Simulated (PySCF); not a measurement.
C7H15NSi.
Atom-mapped SMILES: `[CH2:1]1[CH2:2][CH:3]([C@@H:4]2[CH2:5][NH:6][SiH2:7][CH2:8]2)[CH2:9]1`

NICS = −σ at a ghost point: NICS(0) at the centroid of the ring atoms, NICS(1) 1 Å to either side along the normal of their mean plane, zz for the tensor component along that normal. Level: GIAO PBE0/pcSseg-1 (PySCF, non-relativistic, gas phase) on the GFN2-xTB geometry, one conformer.

Rings: 1. C1–C2–C3–C9; 2. C4–C5–N6–Si7–C8.

```
set  NICS(0)  NICS(1), two faces  NICS(1)zz, two faces
  P      0.8          -0.1 / 0.0             6.3 / 4.4
  Q     -6.6         -3.1 / -3.9           -2.2 / -3.0
```

Task: Which set (ppm) belongs to which ring?

Result: P = 1, Q = 2.
- 1 (4-membered carbocycle; formal bonds all single): mean NICS(1)zz 5.4 ppm, deshielded. C1, C2, C3, C9 have four or more neighbours; no verdict on aromaticity is drawn.
- 2 (5-membered ring with N and Si; formal bonds all single): mean NICS(1)zz -2.6 ppm, near zero. C4, C5, Si7, C8 have four or more neighbours, and the NICS criterion for π rings isn't applied.

Task: How do the rings differ in shape?

Result: 
```
ring                   bond lengths (Å)  rms pucker (Å)  HOMA  nearest outside atom to a NICS(1) probe (Å)
   1         1.536, 1.541, 1.541, 1.535            0.08     –                                hydrogen 1.51
   2  1.531, 1.448, 1.715, 1.900, 1.531            0.17     –                                hydrogen 1.36
```
